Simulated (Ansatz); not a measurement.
# Strength of the C–Sn bond: SnH2(CH3)(SeH) → SnH2(SeH) + CH3

Species: SnH2(CH3)(SeH), singlet; SnH2(SeH), doublet; CH3 (methyl radical) `[CH3]`, doublet. 

Shapes, held fixed at every level: PBE0-D4/def2-TZVP. Flexible molecules stand in one conformer, not always the lowest. Programs: Ansatz 0.2.0. The zero-point and thermal change to 298 K, harmonic and unscaled (PBE0-D4/def2-TZVP), is -15.6 kJ/mol.

| level | kind | ΔH(298 K) (kJ/mol) | less CCSD(T)/def2-TZVPP |
| --- | --- | --- | --- |
| HF/def2-SVP | Hartree–Fock | +173.0 | -108.2 |
| HF/def2-TZVPP | Hartree–Fock | +173.8 | -107.4 |
| r2SCAN-D4/def2-TZVPP | meta-GGA | +250.5 | -30.7 |
| MP2/def2-SVP | perturbation theory | +275.2 | -6.0 |
| CCSD/def2-SVP | coupled cluster or CI | +256.0 | -25.2 |
| CCSD/def2-TZVPP | coupled cluster or CI | +272.1 | -9.1 |
| CCSD(T)/def2-TZVPP | coupled cluster or CI | +281.2 | 0.0 |

The highest level, CCSD(T)/def2-TZVPP, gives ΔH(298 K) = +281.2 kJ/mol; the levels span +173.0 to +281.2. The column of differences is taken from that level and isn't an error. Hartree–Fock misses the correlation of the pair that is broken and comes out low. No measured value is set beside it here. Open shells run unrestricted unless RO is named. For atoms past krypton def2 sets carry core potentials with scalar relativity. Relativity is left out for Se unless named. Correlated rows may include outer-core shells of Se, Sn, which these sets cover unevenly.
